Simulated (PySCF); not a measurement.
A calculated (PBE0, PySCF 2.14, aug-cc-pVTZ, no relativity, point nucleus) atom or ion has these occupied shells.

| shell | electrons | orbital energy (eV) | rms radius, mean of both spins (bohr) |
| --- | --- | --- | --- |
| 1s α | 1 | -4881.2 | 0.0812 |
| 1s β | 1 | -4881.1 | 0.0812 |
| 2s α | 1 | -552.06 | 0.355 |
| 2s β | 1 | -551.67 | 0.355 |
| 2p α | 3 | -461.64 | 0.322 |
| 2p β | 3 | -461.28 | 0.322 |
| 3s α | 1 | -73.212 | 1.07 |
| 3s β | 1 | -72.020 | 1.07 |
| 3p α | 3 | -48.315 | 1.16 |
| 3p β | 3 | -47.017 | 1.16 |
| 3d α | 1 | -12.365 | 1.52 |
| 4s α | 1 | -7.230 | 3.46 |
| 4s β | 1 | -6.326 | 3.46 |
| 4p α | 1 | -3.620 | 4.37 |

Q: Name the element and its charge.

A: Ti (titanium, neutral), in [Ar] 3d1 4s2 4p1, one real determinant (an excited configuration).
